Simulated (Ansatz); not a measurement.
`CC(Cl)[SiH2]Cl` + `C[SeH]` → `C[Se][SiH2]Cl` + `CCCl` at 500 K and 1 bar (ligand exchange at the Si–C bond).

Program: Ansatz. Geometries: PBE0-D4/def2-TZVP. ΔE: electronic, gas phase. CCSD(T)/CBS is the MP2 limit (def2-TZVPP, def2-QZVPP) plus CCSD(T) − MP2 in def2-TZVPP, frozen cores. For Se outer-core shells are correlated without core-valence functions, which leaves a few kJ/mol of doubt a bond. Scalar relativity is left out up to krypton. One conformer a species, not always the lowest.

```
         species  CCSD(T)/CBS energy (Eh)  H − E (kJ/mol)  S (J/(mol·K))
`CC(Cl)[SiH2]Cl`              -1288.40964           246.1          425.4
        `C[SeH]`              -2441.15625           142.1          299.3
 `C[Se][SiH2]Cl`              -3190.69652           193.5          417.5
          `CCCl`               -538.89655           203.1          312.5
```

H − E and S are ideal-gas, rigid-rotor, harmonic terms from PBE0-D4/def2-TZVP, for one conformer and one mirror image of each species. 1 Eh = 2625.50 kJ/mol, R = 8.31446 J/(mol·K).

Question: By hand: ΔE, ΔH, ΔS and ΔG.

Answer: ΔE = (-3190.69652) + (-538.89655) − (-1288.40964) − (-2441.15625) = -0.02718 Eh = -71.4 kJ/mol. Δ(H − E) = 193.5 + 203.1 − 246.1 − 142.1 = 8.4, so ΔH = -63.0 kJ/mol. ΔS = 417.5 + 312.5 − 425.4 − 299.3 = 5.3 J/(mol·K). ΔG = -63.0 − 500 × (5.3)/1000 = -65.7 kJ/mol.

Question: By hand: the equilibrium constant, and the temperature at which ΔG would vanish if ΔH and ΔS stayed fixed.

Answer: log₁₀ K = −ΔG/(RT ln 10) = 6.9. ΔH and −TΔS have one sign here, so there is no such temperature. One of them is within its doubt of zero, so this could turn.

The number of gas molecules stays the same, so ΔS is small and ΔH decides. A doubt of 5 kJ/mol in ΔE shifts log₁₀ K by 0.5 here. Other conformers and mirror images would add mixing entropy, several J/(mol·K) or more a flexible species. Modes under 60 cm⁻¹, often nearly free rotors, make the harmonic entropy too high. These are equilibria of isolated gas molecules and say nothing of rates. Largest T1 diagnostic: 0.009 (customary marks: 0.02 for closed shells, 0.045 for open ones).
